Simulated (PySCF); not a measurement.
**Al+ (aluminium, charge +1) across methods**

[Ne] 3s2, closed-shell 1S. All numbers are calculated (PySCF 2.14, the non-relativistic Hamiltonian (point nucleus), in dyall-av2z (13s9p2d, 50 functions)).

| method | E (hartree) | mean ε 2s (eV) | mean ε 2p (eV) | mean ε 3s (eV) | Σ⟨r²⟩ (bohr²) | ⟨S²⟩ |
| --- | --- | --- | --- | --- | --- | --- |
| UHF | -241.66874 | -141.94 | -95.822 | -17.746 | 17.32 | 0.000 |
| B3LYP | -242.1678 | -121.35 | -81.938 | -15.609 | 16.85 | 0.000 |
| LDA | -241.0939 | -115.38 | -78.095 | -14.885 | 16.79 | 0.000 |
| PBE | -242.0062 | -115.97 | -77.957 | -14.775 | 16.87 | 0.000 |
| M06-2X | -242.1329 | -128.10 | -87.223 | -16.829 | 16.76 | 0.000 |
| wB97M-V | -242.1410 | -125.46 | -84.979 | -17.889 | 16.89 | 0.000 |
| M06 | -242.1393 | -123.34 | -83.007 | -15.671 | 16.44 | 0.000 |
| r2SCAN | -242.1044 | -119.54 | -79.751 | -14.918 | 17.00 | 0.000 |
| PBE0 | -242.0261 | -122.75 | -82.698 | -15.728 | 16.91 | 0.000 |
